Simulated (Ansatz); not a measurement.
`[Br][InH2]`. Total charge 0; spin multiplicity 1. In takes the def2 core potential. All single points use the PBE0-D4/def2-TZVP geometry.

```xyz
4

Br    2.179    0.259   -0.090
In   -0.286   -0.034    0.012
H    -0.777   -1.643   -0.270
H    -1.115    1.419    0.348
```

Problem. What is the dipole moment at B3LYP/def2-TZVPP? (An estimate is asked.)

Solution. The calculation gave: 2.65 D, with components (-2.63, -0.31, 0.11) D in this frame, pointing from negative to positive charge.

Problem. And with PBE, r2SCAN, ωB97M-V? (An estimate is asked.)

Solution. Ansatz gave: PBE 2.51 D, r2SCAN 2.66 D, ωB97M-V 2.77 D.

Problem. Give the Mulliken charges with B3LYP, ωB97M-V, PBE in def2-TZVPP. (Estimate.)

Solution. Computed: 
```csv
atom,B3LYP,ωB97M-V,PBE
Br1,-0.39,-0.37,-0.37
In2,0.61,0.51,0.57
H3,-0.11,-0.07,-0.10
H4,-0.11,-0.07,-0.10
```

B3LYP here is the variant with VWN-RPA as its local correlation; programs differ in this.
